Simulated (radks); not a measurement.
The numbers below are computed, except where a source is named.
Spin polarisation of the 2p1 shell in B. Start: [He] 2s2 2p(up 0.5, down 0.5); electrons of 2p are moved from spin down to spin up, other shells keep equal spins. Level of theory: scalar-relativistic Kohn-Sham, PBE, spin-polarised, spherical densities, point nucleus (a radial shooting solver on a logarithmic mesh with Libxc functionals).

moment (Bohr magnetons),E - E(0) (eV),e(2p up) (eV),e(2p down) (eV),2s down minus up (eV),1s down minus up (eV)
0,0.000,-3.607,-3.607,0.000,0.000
0.25,-0.017,-3.732,-3.467,0.298,0.073
0.5,-0.066,-3.842,-3.310,0.597,0.146
0.75,-0.150,-3.938,-3.137,0.898,0.218
1,-0.267,-4.019,-2.944,1.202,0.289

At moment 1 the spin-polarisation energy is -0.267 eV and the 2p exchange splitting 1.075 eV, that is 1.075 eV per Bohr magneton; E = -I m^2/4 would give I = 1.067 eV.
